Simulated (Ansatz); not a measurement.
C3H6BCl from Hartree–Fock to CCSD(T)

```xyz
11

B     0.015    1.202    0.016
C     0.362   -0.961    0.897
Cl   -0.196   -1.740    2.314
C    -0.450   -0.638   -0.127
C     0.016    0.236   -1.232
H     1.067    1.486    0.507
H    -0.988    1.716    0.412
H     1.434   -0.819    0.872
H    -1.512   -0.832   -0.021
H     0.991   -0.014   -1.640
H    -0.741    0.364   -1.999
```

The species carries charge 0 and has multiplicity 1. The bonds changed during the relaxation, so this is another structure than the one it started from. The geometry is a stationary point of PBE0-D4/def2-TZVP. It is one conformer, not always the lowest. Frozen core, restricted reference, Ansatz 0.2.0. CBS rows extrapolate triple and quadruple zeta; past MP2 they add the triple-zeta difference.

```tsv
basis	HF (Eh)	MP2 corr.
def2-TZVPP	-601.28905	-0.79967
def2-QZVPP	-601.30827	-0.85641
```

Task: Estimate the CCSD correlation energy and the (T) correction in each basis where they were run (hartree).

Result: 
```json
{"basis": "def2-TZVPP", "CCSD corr.": "-0.84648", "(T)": "-0.03934"}
{"basis": "CBS(def2)", "CCSD corr.": "-0.94525", "(T)": "as TZ"}
```
